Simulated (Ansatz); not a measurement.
The same hydrogen abstraction along the group Al, Ga, In.

Gas-phase electronic energies from Ansatz, PBE0-D4/def2-TZVP geometries. CCSD(T)/CBS is the MP2 limit (def2-TZVPP, def2-QZVPP) plus CCSD(T) − MP2 in def2-TZVPP, frozen cores. This one scheme is used for every species. Functionals use def2-TZVPP. B3LYP here is the variant with VWN-RPA as its local correlation; programs differ in this. No spin–orbit coupling; open shells (•) take unrestricted orbitals. Elements past krypton have def2 core potentials. For Ga, In outer-core shells are correlated without core-valence functions, which leaves a few kJ/mol of doubt a bond. Scalar relativity is left out up to krypton.

```csv
reaction,CCSD(T)/CBS(def2) (eV)
`[NH2][AlH2]` + `[SiH3]`• → `[NH2][AlH]`• + SiH₄,?
`[NH2][GaH2]` + `[SiH3]`• → `[NH2][GaH]`• + SiH₄,-0.35
`[NH2][InH2]` + `[SiH3]`• → `[NH2][InH]`• + SiH₄,-0.85
```

(1) Fill in the missing values. (Estimate.)

Largest T1 diagnostic: 0.019, for `[NH2][InH]`•.

## Answers

(1) Ansatz gave: `[NH2][AlH2]` + `[SiH3]`• → `[NH2][AlH]`• + SiH₄: -0.29 eV.
